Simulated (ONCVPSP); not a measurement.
What one change does to a pseudopotential (copper, ONCV)

copper, optimised norm-conserving Vanderbilt (ONCV), made with ONCVPSP 4.0.1 (LDA (Perdew-Wang 92), scalar-relativistic). Core [Ne] 3s2, reference 3p6 3d9 4s2. Waves: 4s: rc 2.30 bohr, ncon 4, nbas 7, qcut 3.3 1/bohr, 2 projectors, debl 2.5 Ha; 3p: rc 0.70 bohr, ncon 5, nbas 8, qcut 12.6 1/bohr, 2 projectors, debl 2.1 Ha; 3d: rc 0.70 bohr, ncon 4, nbas 8, qcut 20.5 1/bohr, local. Local part: the d channel. Core correction: polynomial model core, fcfact 0.6.

In the p channel the program set the typed energies aside and used -2.836, 0.250 Ha.

Change: s: qcut 4.

Cutoffs: the cutoffs (Ha) at which the residual kinetic energy of the hardest occupied pseudo-wave falls to 1 and 0.1 mHa per electron; they do not see the model core or the augmentation charge, which bear on the density cutoff. Errors are all-electron minus pseudo energies relative to the spin-unpolarised reference configuration.

**Question.** Predict the effect on cutoff, ghosts and configuration errors.

**Answer.** The potential gets neither clearly harder nor softer (168 Ha and 321 Ha → 168 Ha and 321 Ha); both files keep a bound ghost (s); of the 4 tests that both files solve, the error grows in 3 and shrinks in 0 by more than 15 % and 0.3 meV (median size 44.2 → 52.8 meV).

| quantity | base | changed |
| --- | --- | --- |
| cutoff, loose | 168 Ha | 168 Ha |
| cutoff, tight | 321 Ha | 321 Ha |
| loose cutoff by channel | s 5.0 Ha, p 111 Ha, d 168 Ha | s 5.7 Ha, p 111 Ha, d 168 Ha |
| bound ghosts | s | s |
| GHOST(+) flags under 300 eV | s at 87.5 eV | s at 92.1 eV |
| error for 3p6 3d10 4s1, meV [ΔE -2.01 eV] | -38 | -54 |
| error for 3p6 3d10 4s0, meV [ΔE 6.42 eV] | -92 | -124 |
| error for 3p6 3d9 4s0, meV [ΔE 28.11 eV] | -50 | -51 |
| error for 3p6 3d8 4s0, meV [ΔE 67.48 eV] | +4.1 | +51 |
| s: phases at 2.33 bohr within 0.05 rad from the reference energy up to (Ha; the scan ends near 5) | 2.7 | 2.9 |
| p: phases at 0.71 bohr within 0.05 rad from the reference energy up to (Ha; the scan ends near 5) | to the end of the scan | to the end of the scan |
| d: phases at 0.71 bohr within 0.05 rad from the reference energy up to (Ha; the scan ends near 5) | to the end of the scan | to the end of the scan |
| rms error of d²Exc/dni dnj with the model core, mHa | 0.72 | 0.74 |

 A true bound ghost makes a file unfit for plane-wave use even where its test errors are small: the radial tests pick states by their node count and pass the ghost by.
